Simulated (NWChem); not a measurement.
Molecule: C3H4FNSi; SMILES [SiH2]1C=C(N=C1)F

```xyz
10

F     -0.2512    -2.3145     0.0000
C     -0.1274    -1.0039     0.0000
C     -1.1605    -0.1407     0.0000
Si    -0.3778     1.5376     0.0000
C      1.3379     0.6914     0.0000
N      1.2176    -0.5852     0.0000
H     -2.1953    -0.4811     0.0000
H     -0.6127     2.3700     1.2172
H     -0.6127     2.3700    -1.2172
H      2.3511     1.1161     0.0000
```
Atoms are numbered in this order, from 1.

Level: PBE0/def2-SVP (NWChem), optimised geometry, unscaled harmonic frequencies. 

| frequency (cm⁻¹) | IR intensity (km/mol) |
|---|---|
| 173 | 0.3 |
| 284 | 9.2 |
| 436 | 1.7 |
| 478 | 20.6 |
| 535 | 9.7 |
| 589 | 1.6 |
| 620 | 4.3 |
| 680 | 18.2 |
| 710 | 11.3 |
| 797 | 0.9 |
| 798 | 27.9 |
| 848 | 47.5 |
| 908 | 45.0 |
| 920 | 2.8 |
| 940 | 111.6 |
| 1134 | 7.5 |
| 1289 | 18.3 |
| 1345 | 212.3 |
| 1649 | 23.9 |
| 1689 | 258.0 |
| 2239 | 68.2 |
| 2241 | 83.9 |
| 3163 | 5.8 |
| 3272 | 5.4 |

```json
{
  "zero_point_energy": "39.6 kcal/mol",
  "thermal correction to the enthalpy at 298.15 K (with zero-point energy)": "43.7 kcal/mol",
  "heat capacity Cv": "21.0 cal/(mol K)",
  "entropy at 298.15 K and 1 atm (symmetry number 1)": "75.2 cal/(mol K)",
  "dipole_moment": "2.56 D"
}
```

Rigid rotor and harmonic oscillator.
